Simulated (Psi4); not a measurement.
H₆AlFSi₂ (SMILES [F][Al]([SiH3])[SiH3]), singlet, at the geometry of the source list; CCSD(T)/cc-pVDZ (Psi4 1.11).

Input for Psi4:
```
memory 2 GB

molecule {
0 1
Al   -0.59970000   -0.41370000    0.02180000
F    -1.97500000   -1.35290000    0.08270000
Si   -0.89560000    1.60310000   -1.29700000
H     0.22740000    1.89110000   -2.21830000
H    -1.02560000    2.84330000   -0.49830000
H    -2.09850000    1.58760000   -2.16150000
Si    1.24510000   -1.36590000    1.28020000
H     2.00080000   -0.36980000    2.07440000
H     2.28470000   -2.02390000    0.45660000
H     0.83650000   -2.39880000    2.25930000
}

set {
  basis cc-pvdz
  freeze_core true
}

energy('ccsd(t)')
print_variables()
```

It wrote (shortened):

```
   => Loading Basis Set <=

    Name: CC-PVDZ
    Role: ORBITAL
    Keyword: BASIS

         ---------------------------------------------------------
                                   SCF
               by Justin Turney, Rob Parrish, Andy Simmonett
                          and Daniel G. A. Smith
                              RHF Reference
         ---------------------------------------------------------

  ==> Geometry <==

    Molecular point group: c1
    Full point group: C1

    Geometry (in Angstrom), charge = 0, multiplicity = 1:

       Center              X                  Y                   Z               Mass
    ------------   -----------------  -----------------  -----------------  -----------------
         AL          -0.213686493129    -0.148026645183     0.006974522749    26.981538530000
         F           -1.588986493129    -1.087226645183     0.067874522749    18.998403162730
         SI          -0.509586493129     1.868773354817    -1.311825477251    27.976926534650
         H            0.613413506871     2.156773354817    -2.233125477251     1.007825032230
         H           -0.639586493129     3.108973354817    -0.513125477251     1.007825032230
         H           -1.712486493129     1.853273354817    -2.176325477251     1.007825032230
         SI           1.631113506871    -1.100226645183     1.265374522749    27.976926534650
         H            2.386813506871    -0.104126645183     2.059574522749     1.007825032230
         H            2.670713506871    -1.758226645183     0.441774522749     1.007825032230
         H            1.222513506871    -2.133126645183     2.244474522749     1.007825032230

  Running in c1 symmetry.

  Rotational constants: A =      0.14847  B =      0.05049  C =      0.03862 [cm^-1]
  Rotational constants: A =   4451.09566  B =   1513.62625  C =   1157.88100 [MHz]
  Nuclear repulsion =  238.520868200680098

  Charge       = 0
  Multiplicity = 1
  Electrons    = 56
  Nalpha       = 28
  Nbeta        = 28

  ==> Algorithm <==

  SCF Algorithm Type is PK.
  DIIS enabled.
  MOM disabled.
  Fractional occupation disabled.
  Guess Type is SAD.
  Energy threshold   = 1.00e-08
  Density threshold  = 1.00e-08
  Integral threshold = 1.00e-12

  ==> Primary Basis <==

  Basis Set: CC-PVDZ
    Blend: CC-PVDZ
    Number of shells: 48
    Number of basis functions: 98
    Number of Cartesian functions: 102
    Spherical Harmonics?: true
    Max angular momentum: 2

  ==> Integral Setup <==

[...]
  @RHF Final Energy:  -922.77239609206833
    Total Energy =                       -922.7723960920683339
[...]
              5  19         0.0093705743

    Largest TIjAb Amplitudes:
     10  10   0   0        -0.0356402384
     11  11   2   2        -0.0304447667
      5   5  48  48        -0.0304430186
      3   3  50  50        -0.0291456448
     11  11   1   1        -0.0276555844
      4   4  51  51        -0.0265747829
     10  11   0   3         0.0241817295
     11  10   3   0         0.0241817295
     10  10   1   1        -0.0238667178
      6   6   1   1        -0.0229512181

    SCF energy       (wfn)                    = -922.772396092068334
    Reference energy (file100)                = -922.772396092071858

    Opposite-spin MP2 correlation energy      =   -0.361372372848926
    Same-spin MP2 correlation energy          =   -0.092357802800556
    Singles MP2 correlation energy            =   -0.000000000000000
    MP2 correlation energy                    =   -0.453730175649482
      * MP2 total energy                      = -923.226126267721384

    Opposite-spin CCSD correlation energy     =   -0.425602050698842
    Same-spin CCSD correlation energy         =   -0.088684089461249
    Singles CCSD correlation energy           =    0.000000000000000
    CCSD correlation energy                   =   -0.514286140160090
      * CCSD total energy                     = -923.286682232231897

            **************************
            *                        *
            *        CCTRIPLES       *
            *                        *
            **************************

    Wave function   =    CCSD_T
    Reference wfn   =      RHF

    Nuclear Rep. energy (wfn)                =  238.520868200680098
    SCF energy          (wfn)                = -922.772396092068334
    Reference energy    (file100)            = -922.772396092071858
    CCSD energy         (file100)            =   -0.514286140160090
    Total CCSD energy   (file100)            = -923.286682232231897

    Number of ijk index combinations:              364
    Approx. words needed per explicit thread:         1372000
    Number of threads for explicit ijk threading:    1

    MKL num_threads set to 1 for explicit threading.

    (T) energy                                =   -0.011077835121669
      * CCSD(T) total energy                  = -923.297760067353579

  Variable Map:
  ----------------------------------------------------------------------------
[...]
  Array Variable Map:
  ----------------------------------------------------------------------------
[...]
[...]
```
